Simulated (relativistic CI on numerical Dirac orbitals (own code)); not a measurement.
Method of calculation: Dirac-Coulomb-Breit CI, orbitals from a KLI potential per configuration, QED by a radiative potential, unscaled Slater integrals (own radial code, finite nucleus).

Configurations in the expansion (outside the closed core [Ar] 3d10): 4s²4p⁶4d, 4s²4p⁵4d², 4s²4p⁶4f, 4s4p⁶4d², 4s²4p⁵4d4f, 4s²4p⁶5s, 4s²4p⁶5p, 4s4p⁶4d4f, 4s²4p⁶5d, 4s²4p⁵4d5s, 4s²4p⁶5f, 4s²4p⁶6s, 4s²4p⁵4d5p, 4s²4p⁶5g, 4s²4p⁶6p, 4s²4p⁶6d, 4s4p⁶4d5s, 4s²4p⁵4d5d, 4s4p⁶4f5s, 4s²4p⁶6f, 4p⁶4d³, 4p⁵4d⁴, 4p⁵4d³4f, 4p⁶4d4f², 4p⁵4d²4f², 4p⁶4f³, 4p⁵4d4f³, 4p⁶4f²5s, 4p⁶4f²5p, 4s4p⁶4f², 4s4p⁵4f³. Double excitations out of closed p, d and f shells are left out; levels of such configurations are missing from the list, as are those of other unlisted configurations, and high levels can miss mixing partners. These lack a partner that the ground configuration has and come out too high: 4s²4p⁵4d5s, 4s²4p⁵4d5p, 4s²4p⁵4d5d, 4s²4p⁶5d, 4s²4p⁶5f.

At this charge energies of transitions that change n are usually good to better than 1 %, and those within a shell (Δn = 0) to a few per cent.

Outline of the computed level scheme of I XVII. Lowest level of each configuration: 4s²4p⁶4d ²D3/2 at 0.000 eV; 4s²4p⁵4d² ⁴D°1/2 at 75.758 eV; 4s²4p⁶4f ²F°7/2 at 97.079 eV.

Some strong electric-dipole decays among the lowest 45 levels: 4s²4p⁵4d² ²F°5/2 → 4s²4p⁶4d ²D3/2 (1.0e+12 s⁻¹); 4s²4p⁵4d² ²P°1/2 → 4s²4p⁶4d ²D3/2 (8.1e+11 s⁻¹); 4s²4p⁵4d² ²P°1/2 → 4s²4p⁶4d ²D3/2 (4.8e+10 s⁻¹); 4s²4p⁵4d² ⁴D°1/2 → 4s²4p⁶4d ²D3/2 (3.7e+10 s⁻¹); 4s²4p⁵4d² ²P°3/2 → 4s²4p⁶4d ²D5/2 (3.3e+10 s⁻¹); 4s²4p⁵4d² ²D°3/2 → 4s²4p⁶4d ²D3/2 (1.8e+10 s⁻¹); 4s²4p⁵4d² ²F°5/2 → 4s²4p⁶4d ²D5/2 (1.1e+10 s⁻¹); 4s²4p⁵4d² ²G°7/2 → 4s²4p⁶4d ²D5/2 (1.1e+10 s⁻¹).

LS names give the leading component of a level, which can be under half, so a name can repeat, a term be missing and a line seem to break the LS rules.
